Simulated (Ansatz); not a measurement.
Basis sets compared for the cluster Si₃Ge₃. Total charge 0; singlet. Geometry PBE0-D4/def2-SVP. Ansatz on 4 threads of Arm Neoverse V2 on a shared host; times are rough, and most runs start from earlier orbitals.

Cartesian coordinates in Å:
```
Si 1.007 -1.568 0.435
Si 1.551 0.798 0.791
Si -0.698 -0.011 1.147
Ge 0.476 0.102 -1.383
Ge -0.804 1.955 -0.254
Ge -1.532 -1.277 -0.737
```

The 6-31G sets use Cartesian d functions. B3LYP takes the VWN-RPA correlation. The restricted singlet is unstable towards broken spin symmetry in Hartree–Fock (as tested in another run); at PBE-D4/def2-SVP, PBE-D4/def2-TZVPD, B3LYP-D4/6-31G, B3LYP-D4/def2-TZVP and others this wasn't settled. The structure comes from a short search, and lower isomers may exist.

Binding counts from free atoms (Si triplet, Ge triplet) in the same basis, without a counterpoise term.

```json
{"level": "PBE-D4/def2-SVP", "functions": "150", "energy (Eh)": "-7097.1493", "HOMO (eV)": "-5.56", "LUMO (eV)": "-3.42", "binding per atom (eV)": "3.42", "wall time": "2.4 s"}
{"level": "PBE-D4/def2-TZVP (with forces)", "functions": "255", "energy (Eh)": "-7098.2372", "HOMO (eV)": "-5.47", "LUMO (eV)": "-3.35", "binding per atom (eV)": "3.46", "wall time": "6 s"}
{"level": "B3LYP-D4/6-31G", "functions": "126", "energy (Eh)": "-7098.5378", "HOMO (eV)": "-6.24", "LUMO (eV)": "-3.07", "binding per atom (eV)": "2.63", "wall time": "3.1 s"}
{"level": "B3LYP-D4/def2-TZVP", "functions": "255", "energy (Eh)": "-7099.7607", "HOMO (eV)": "-6.09", "LUMO (eV)": "-2.83", "binding per atom (eV)": "3.13", "wall time": "11 s"}
{"level": "PBE0-D4/def2-SVP", "functions": "150", "energy (Eh)": "-7097.3598", "HOMO (eV)": "-6.43", "LUMO (eV)": "-2.86", "binding per atom (eV)": "3.26", "wall time": "4.5 s"}
{"level": "PBE0-D4/def2-TZVP", "functions": "255", "energy (Eh)": "-7098.4453", "HOMO (eV)": "-6.32", "LUMO (eV)": "-2.76", "binding per atom (eV)": "3.32", "wall time": "13 s"}
```

(1) Estimate the rows for PBE-D4/def2-TZVPD, B3LYP-D4/def2-TZVPD, PBE0-D4/def2-TZVPD.

## Answers

(1) 
| level | functions | energy (Eh) | HOMO (eV) | LUMO (eV) | binding per atom (eV) | wall time |
| --- | --- | --- | --- | --- | --- | --- |
| PBE-D4/def2-TZVPD | 291 | -7098.2389 | -5.49 | -3.37 | 3.47 | 7.5 s |
| B3LYP-D4/def2-TZVPD | 291 | -7099.7622 | -6.10 | -2.85 | 3.13 | 18 s |
| PBE0-D4/def2-TZVPD | 291 | -7098.4470 | -6.32 | -2.76 | 3.32 | 16 s |
